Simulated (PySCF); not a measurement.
Orbital picture of AlGe

r²SCANh at R = 2.475 Å; Al 6-311G(d,p), Ge 6-311G(d,p); no relativity (PySCF 2.14). State: ⁴Σ⁻ (quartet), unpaired electrons σ ↑, π ↑↑. Only the outer orbitals are listed, counted within each symmetry.

```
spin  orbital  occ.  ε (eV)  on Al (%)            main shells (%)
   α      10σ     1  -13.60         16           82 Ge s, 12 Al s
   α      11σ     1   -8.76         69  67 Al s, 17 Ge p, 14 Ge s
   α       5π     1   -5.44         25           75 Ge p, 24 Al p
   α       5π     1   -5.44         25           75 Ge p, 24 Al p
   α      12σ     1   -5.39         53  45 Ge p, 40 Al p, 13 Al s
   α       6π     0   -2.08         76           75 Al p, 23 Ge p
   α       6π     0   -2.08         76           75 Al p, 23 Ge p
   α      13σ     0    0.42         89           78 Al p, 24 Ge p
   β      10σ     1  -11.41         25           74 Ge s, 19 Al s
   β      11σ     1   -7.36         69  69 Al s, 20 Ge s, 11 Ge p
   β      12σ     0   -3.01         52  46 Ge p, 41 Al p, 11 Al s
   β       5π     0   -2.90         52           51 Al p, 48 Ge p
   β       5π     0   -2.90         52           51 Al p, 48 Ge p
```

Which are the highest filled and the lowest empty level, where do they sit, and how wide is the gap?

Highest filled α 12σ at -5.39 eV (in %: 45 Ge p, 40 Al p, 13 Al s); lowest empty β 12σ at -3.01 eV (in %: 46 Ge p, 41 Al p, 11 Al s); the gap at r²SCANh is 2.38 eV.

| Quantity | Value |
| --- | --- |
| bond order (Mayer) | 1.45 |
| ⟨S²⟩ | 3.756 |
| charge on Al (Mulliken, basis-dependent) | 0.20 |
| charge on Al (Löwdin, basis-dependent) | 0.18 |
| dipole moment (positive dipole means Al(−)Ge(+)) | -1.42 D |

Spin–orbit coupling is left out. The state was picked by a PBE0 search and need not be the measured ground state.
